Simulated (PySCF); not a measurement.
CH₆ClFSi₂, SMILES F[Si@H](Cl)C[SiH3].

Coordinates come from a PBE0-D3(BJ)/def2-SVP optimisation. The structure was generated by enumeration; whether it is a known compound was not checked. Other conformers were not sampled.

These are PBE/def2-TZVP in PySCF values and carry that method's errors.

The molecule is in vacuum.

| Property | Result |
|---|---|
| total energy | -1180.31689 hartree |
| highest occupied level | -7.60 eV |
| lowest empty level | -0.47 eV |
| orbital gap | 7.13 eV |
| dipole moment | 2.15 D |
| quadrupole, principal values (traceless, Buckingham form, about the centre of nuclear charge) | -3.15, -0.72, 3.87 D·Å |
| mean static polarisability | 75.8 bohr³ (11.23 Å³) |
| polarisability, principal values | 64.1, 76.9, 86.5 bohr³ |
